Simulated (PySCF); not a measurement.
A structure optimised at PBE-D3(BJ)/def2-SVP, used in a PySCF frequency run:

```
Ta
O 1 1.9216
H 2 0.9720 1 133.20
N 1 1.9889 2 107.56 3 -120.23
H 4 1.0246 1 125.96 2 131.32
H 4 1.0263 5 109.68 1 -176.13
N 1 1.9889 2 107.56 3 120.23
H 7 1.0246 1 125.96 2 -131.32
H 7 1.0263 8 109.68 1 176.13
S 1 2.1900 2 115.29 3 0.00
```
Charge 0, spin multiplicity 1.

### Question
Write its SMILES, formula and point group.

### Answer
[NH2][Ta]([NH2])([OH])=[S], H5N2OSTa, Cs

### Question
What are its rotational constants (standard atomic weights)?

### Answer
2.8051, 1.9269, 1.8819 GHz
